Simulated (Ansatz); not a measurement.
Isolated molecules relaxed with PBE0-D4/def2-TZVP in Ansatz; ΔE leaves out vibrations. CCSD(T)/CBS is the MP2 limit (def2-TZVPP, def2-QZVPP) plus CCSD(T) − MP2 in def2-TZVPP, frozen cores. This one scheme is used for every species. For Br outer-core shells are correlated without core-valence functions, which leaves a few kJ/mol of doubt a bond. Scalar relativity is left out up to krypton. One conformer a species, not always the lowest.

Reaction (ligand exchange at the Si–C bond): `CC[SiH2]CC` + HBr → `CC[SiH2]Br` + ethane

```csv
species,MP2/def2-SVP energy (Eh)
`CC[SiH2]CC`,-447.88430
HBr,-2572.92615
`CC[SiH2]Br`,-2941.37373
`CC`,-79.47706
```

Work out ΔE.

ΔE = (-2941.37373) + (-79.47706) − (-447.88430) − (-2572.92615) = -0.04034 Eh = -105.9 kJ/mol. CCSD(T)/CBS gives -110.2 kJ/mol.

Largest T1 diagnostic among the species: 0.009.

From BLYP to BHLYP (50 % exact exchange), in def2-TZVPP and without D4, ΔE moves by −4.2 kJ/mol. The D4 term adds +7.6 kJ/mol with B3LYP and +4.7 kJ/mol with PBE0; it sums over pairs of atoms, weighted by their polarisabilities, and B3LYP, whose exchange is more repulsive, gets the larger term. In def2-TZVPP, CCSD(T) changes the Hartree–Fock value by +21.9 kJ/mol (the triples alone add +2.1 kJ/mol) and MP2 by +16.8 kJ/mol.

B3LYP here is the variant with VWN-RPA as its local correlation; programs differ in this.
